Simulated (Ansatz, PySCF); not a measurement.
Molecule: SeF2, net charge 1, doublet state. 
Coordinates optimised at B3LYP-D3(BJ)/def2-TZVP (Ansatz, a program for electronic structure):
```xyz
3

Se     0.0287    -0.0230     0.3751
F      0.6012     1.1280    -0.6922
F     -0.7098    -1.0412    -0.7246
```
Charge +1, spin multiplicity 2.

Total electronic energies in hartree. Valence correlation only, unless marked. Open shells are spin-unrestricted. Spin-orbit coupling is left out. Frozen are the shells of the preceding noble gas and the d and f shells that filled before the atom's block. No relativistic terms. Basis-set limits of correlation are two-point, X^-3; Hartree-Fock from the larger set.

```json
[
 {"level": "HF/6-31G", "program": "Ansatz", "energy (Eh)": "-2597.87628"},
 {"level": "HF-D3(BJ)/def2-TZVPD", "program": "PySCF + dftd3", "energy (Eh)": "-2598.44332"},
 {"level": "SVWN5/def2-TZVPD", "program": "Ansatz", "energy (Eh)": "-2596.27991"},
 {"level": "BLYP-D3(BJ)/def2-TZVPD", "program": "Ansatz + dftd3", "energy (Eh)": "-2600.98385"},
 {"level": "BP86-D3(BJ)/def2-TZVPD", "program": "PySCF + dftd3", "energy (Eh)": "-2601.21739"},
 {"level": "TPSS-D3(BJ)/def2-TZVPD", "program": "PySCF + dftd3", "energy (Eh)": "-2600.89043"},
 {"level": "PBE0/6-31G*", "program": "Ansatz", "energy (Eh)": "-2600.06250"},
 {"level": "BHLYP-D3(BJ)/def2-TZVPD", "program": "Ansatz + dftd3", "energy (Eh)": "-2600.84362"},
 {"level": "MN15-D3(BJ)/def2-TZVPD", "program": "PySCF + dftd3", "energy (Eh)": "-2601.09961"},
 {"level": "CAM-B3LYP-D4/def2-TZVPD", "program": "Ansatz + dftd4", "energy (Eh)": "-2601.01533"},
 {"level": "wB97M-V/def2-TZVPD", "program": "Ansatz", "energy (Eh)": "-2600.75765"},
 {"level": "MP2/cc-pVQZ", "program": "Ansatz", "energy (Eh)": "-2599.17998"},
 {"level": "RI-MP2/aug-cc-pVTZ", "program": "Ansatz", "energy (Eh)": "-2599.11893"},
 {"level": "RI-MP2/cc-pVTZ", "program": "Ansatz", "energy (Eh)": "-2599.09751"},
 {"level": "RI-MP2/cc-pVQZ", "program": "Ansatz", "energy (Eh)": "-2599.17970"},
 {"level": "SCS-MP2/aug-cc-pVTZ", "program": "Ansatz", "energy (Eh)": "-2599.10162"},
 {"level": "SCS-MP2/cc-pVTZ", "program": "Ansatz", "energy (Eh)": "-2599.07987"},
 {"level": "CCSD/cc-pVDZ", "program": "Ansatz", "energy (Eh)": "-2598.78144"},
 {"level": "CCSD/cc-pVTZ", "program": "Ansatz", "energy (Eh)": "-2599.10278"},
 {"level": "CCSD/cc-pVQZ", "program": "Ansatz", "energy (Eh)": "-2599.18095"},
 {"level": "CCSD(T)/STO-3G", "program": "Ansatz", "energy (Eh)": "-2569.38682"},
 {"level": "CCSD(T)/aug-cc-pVTZ", "program": "Ansatz", "energy (Eh)": "-2599.14981"},
 {"level": "CCSD(T)/CBS(cc-pVTZ,cc-pVQZ)", "program": "Ansatz", "energy (Eh)": "-2599.2499"}
]
```

Totals of different functionals don't rank their quality; only differences between species are comparable.
